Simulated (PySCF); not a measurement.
Run record: excited-state job, Nb(CH2)Me3 (`[CH2]=[Nb]([CH3])([CH3])[CH3]`).

Computed with TDDFT CAM-B3LYP/def2-SVPD, vertical, gas phase, core orbitals frozen in the response, def2 core potentials past Kr (PySCF 2.14.0, density-fitted response routines). Geometry: PBE0-D3(BJ)/def2-SVP. A driver script takes a list of jobs; this job's settings line and coordinates (Å) are shown.

Command:
```bash
OMP_NUM_THREADS=1 python probes_run.py task.json out
```

Input:
```
{"job": {"kind": "uv", "xc": "CAM-B3LYP", "basis": "def2-SVPD", "ip": true, "nstates": 10}, "charge": 0, "multiplicity": 1}
Nb     0.124209     0.019322     0.168566
C     -0.056432     0.260393     2.035213
H     -1.164915     0.228428     2.118183
H      0.467144     0.403960     2.987173
C      2.142488    -0.021253    -0.535789
H      2.305645     0.714836    -1.344515
H      2.430760    -1.021286    -0.908171
H      2.818904     0.238218     0.300225
C     -1.054786     1.578843    -0.710660
H     -2.015568     1.816127    -0.229681
H     -1.229662     1.357405    -1.779985
H     -0.418985     2.484655    -0.649859
C     -0.978326    -1.763568    -0.279293
H     -1.958697    -1.876651     0.208342
H     -0.339144    -2.601690     0.060795
H     -1.106986    -1.851679    -1.374133
```

Output:
```
coarse grid: 56088 points
cycle   1  E = -212.8583921553  dE = -4.382e+00  |g| = 3.331e+00  |ddm| = 7.656e+00
cycle   2  E = -205.2694355833  dE =  7.589e+00  |g| = 5.749e+00  |ddm| = 9.329e+01
cycle   3  E = -215.3441901499  dE = -1.007e+01  |g| = 1.153e+00  |ddm| = 9.305e+01
cycle   4  E = -215.6159282778  dE = -2.717e-01  |g| = 5.002e-01  |ddm| = 2.182e+00
cycle   5  E = -215.6808386606  dE = -6.491e-02  |g| = 8.618e-02  |ddm| = 7.118e-01
cycle   6  E = -215.6822377676  dE = -1.399e-03  |g| = 5.346e-02  |ddm| = 1.535e-01
cycle   7  E = -215.6829901734  dE = -7.524e-04  |g| = 7.690e-03  |ddm| = 7.408e-02
cycle   8  E = -215.6830200994  dE = -2.993e-05  |g| = 2.007e-03  |ddm| = 1.658e-02
cycle   9  E = -215.6830251728  dE = -5.073e-06  |g| = 1.014e-03  |ddm| = 7.177e-03
final grid: 118328 points
cycle  10  E = -215.6829938914  dE = -6.514e-07  |g| = 1.063e-03  |ddm| = 5.987e-03
cycle  11  E = -215.6829935414  dE =  3.500e-07  |g| = 1.799e-03  |ddm| = 3.331e-03
cycle  12  E = -215.6829943699  dE = -8.285e-07  |g| = 2.568e-04  |ddm| = 2.265e-03
cycle  13  E = -215.6829944018  dE = -3.185e-08  |g| = 1.407e-04  |ddm| = 5.055e-04
cycle  14  E = -215.6829944240  dE = -2.219e-08  |g| = 4.182e-05  |ddm| = 6.248e-04
cycle  15  E = -215.6829944250  dE = -1.056e-09  |g| = 5.707e-06  |ddm| = 1.393e-04
cycle  16  E = -215.6829944251  dE = -3.331e-11  |g| = 3.754e-06  |ddm| = 2.283e-05
converged SCF energy = -215.6829944251

Static polarisability (au): isotropic 100.250, principal 96.976 98.417 105.358

Singlet excitations
state   eV       nm        f      main configurations
  1   2.7224    455.4   0.00060   H->L 0.98
  2   3.8585    321.3   0.03278   H->L+1 0.92
  3   4.2184    293.9   0.00152   H->L+2 0.48, H->L+3 0.36, H->L+4 0.12
  4   4.4085    281.2   0.00215   H-2->L 0.95
  5   4.4703    277.4   0.00157   H-1->L 0.92
  6   4.8480    255.7   0.00775   H->L+4 0.47, H->L+3 0.22, H-4->L 0.12
  7   4.8524    255.5   0.00299   H-4->L 0.80
  8   5.0925    243.5   0.00173   H-3->L 0.94
  9   5.1214    242.1   0.00839   H-1->L+1 0.82, H-3->L+1 0.10
 10   5.5173    224.7   0.01260   H-2->L+1 0.88

Triplet excitations (Tamm-Dancoff, eV): 2.3868 2.7353 3.9210 4.0188
Vertical ionisation energy (delta-SCF) = 7.9996 eV
Vertical electron affinity (delta-SCF) = 0.3118 eV
```

The SCF starts on a coarse grid where the log names one; the energy can jump when the final grid takes over, and dE then counts from the start density on the new grid. H and L stand for HOMO and LUMO; the number after each pair is its weight.

Question: Give the mean polarisability as a volume in Å³, and the ratio of the largest to the smallest principal value.

Answer: 100.250 au × 0.148185 = 14.86 Å³; 105.358/96.976 = 1.09.

Question: Which computed singlet has the largest oscillator strength, and what do all of them sum to?

Answer: State 2 at 3.86 eV (321 nm), f = 0.033; the 10 states sum to 0.072.

In short: HOMO -7.53 eV, LUMO -0.54 eV; lowest singlet 2.72 eV; lowest triplet 2.39 eV (Tamm–Dancoff); mean polarisability 100.3 au.

Atoms past krypton carry effective core potentials; spin–orbit coupling is left out.

The run took 4.4 min wall (grids of density and orbitals included) on an Intel Xeon at 2.50 GHz with one thread, shared host with 64 logical CPUs at a one-minute load of 56, and the process peaked at 1.2 GiB of memory.
Labels such as C1 count atoms from 1, the log's own numbers from 0.
